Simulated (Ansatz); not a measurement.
This geometry of C2H9NOSi2 (15 atoms, charge 0, multiplicity 1) is a first-order saddle point.

Computed with RKS revPBE-D4/6-31G (Ansatz).

```xyz
15
Properties=species:S:1:pos:R:3
C 0.017 -2.298 -0.381
Si 0.284 -0.785 0.786
Si 1.646 1.016 0.191
C -0.322 0.990 0.150
N -0.957 1.019 -1.118
O -0.804 1.909 1.222
H 0.874 -2.416 -1.062
H -0.098 -3.222 0.210
H -0.890 -2.146 -0.989
H 0.006 -1.035 2.253
H 2.295 1.911 1.216
H 2.326 1.016 -1.160
H -1.867 0.565 -1.206
H -0.874 1.882 -1.658
H -1.659 1.542 1.576
```

Question: Which two structures does it join? (They come from a converged band through this point; their orientation in space is the band's.)

Answer: No bond is made or broken. The dihedral H8–C1–Si2–Si3 goes from 84 to -153°. The two ends are copies of one structure, up to a mirror image or an exchange of like atoms.

First end point:

```xyz
15
Properties=species:S:1:pos:R:3
C -0.072 -2.284 -0.358
Si 0.213 -0.790 0.819
Si 1.675 0.949 0.278
C -0.290 1.001 0.138
N -0.827 1.016 -1.178
O -0.818 1.957 1.146
H -0.019 -1.911 -1.394
H 0.703 -3.054 -0.214
H -1.062 -2.740 -0.188
H -0.121 -1.023 2.278
H 2.303 1.804 1.350
H 2.424 0.944 -1.035
H -1.742 0.586 -1.324
H -0.679 1.864 -1.727
H -1.711 1.631 1.439
```

Last end point:

```xyz
15
Properties=species:S:1:pos:R:3
C -0.020 -2.281 -0.376
Si 0.281 -0.790 0.800
Si 1.657 0.997 0.195
C -0.313 0.989 0.162
N -0.924 0.999 -1.122
O -0.811 1.922 1.207
H 0.773 -3.040 -0.264
H -0.995 -2.755 -0.172
H -0.012 -1.903 -1.411
H 0.032 -1.046 2.272
H 2.313 1.867 1.237
H 2.334 1.025 -1.156
H -1.832 0.543 -1.220
H -0.831 1.856 -1.671
H -1.675 1.566 1.548
```

Question: How far does it lie above each of them?

Answer: 0.039 eV above the first and 0.039 eV above the second. This is the barrier of this one path; another mechanism may lie lower. Limits of this set-up: no polarisation functions.

The run took 7.8 min on 1 thread of Intel(R) Xeon(R) 6975P-C (Granite Rapids), on a shared host, peak memory 0.16 GiB.
